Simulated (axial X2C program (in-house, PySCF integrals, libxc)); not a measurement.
Worked dissociation energy of GaCl: CCSD(T), spin-free

All values were computed with an in-house relativistic program for diatomic molecules. Spin-free means the one-electron spin-free X2C Hamiltonian. Basis: Ga dyall-cv3z [9s9p7d4f1g], Cl dyall-av3z [9s8p3d2f] (cores contracted in-house); Gaussian nuclei, density fitting, unrestricted open shells. Masses: Ga 68.926 u, Cl 34.969 u.

Molecular state: M_S = 0, Λ = 0 (closed shell).

Correlated methods: 10 electrons correlated (number of frozen shells: Ga 3 s, 2 p, 1 d; Cl 2 s, 1 p), 258 virtual spin orbitals or spinors in MP2, 88 natural virtuals in coupled cluster.

```
E(Ga) (2M_S = 1, M_L = 0) : -1942.280318 hartree
E(Cl) (2M_S = 1, M_L = 0) : -461.095853 hartree
E(GaCl) at Re             : -2403.550465 hartree
ωe                        : 355.9 cm⁻¹
ωexe                      : 1.19 cm⁻¹
```

Task: Work out De and D0.

Result: De = -1942.280318 + (-461.095853) − (-2403.550465) = 0.17429 hartree = 4.743 eV. The zero-point energy is ωe/2 − ωexe/4 = 178 cm⁻¹ = 0.022 eV, so D0 = 4.721 eV.

The state is a single determinant with fixed occupations, the lowest that a limited PBE0 search found. The closed shell is kept restricted, so the energy runs too high when the bond is stretched far. Dissociation energies refer to the lowest single-determinant-based atoms at the same level and basis. CCSD and (T) use frozen natural virtuals with an MP2 correction for the truncation; (T) itself is uncorrected, so its De runs slightly low. With the outer-core shells frozen, correlated bond lengths of heavy atoms tend to come out a few hundredths of an ångström too long. Spin-free De lacks the spin–orbit lowering of the heavy p-block atom, a tenth of an eV or more for 4p and 5p, up to an eV for 6p and one to two eV for 7p atoms, less what an open-shell molecule gains itself.

Each atomic determinant is the lowest at this level and need not be a pure term. Totals compare only within one Hamiltonian and basis.
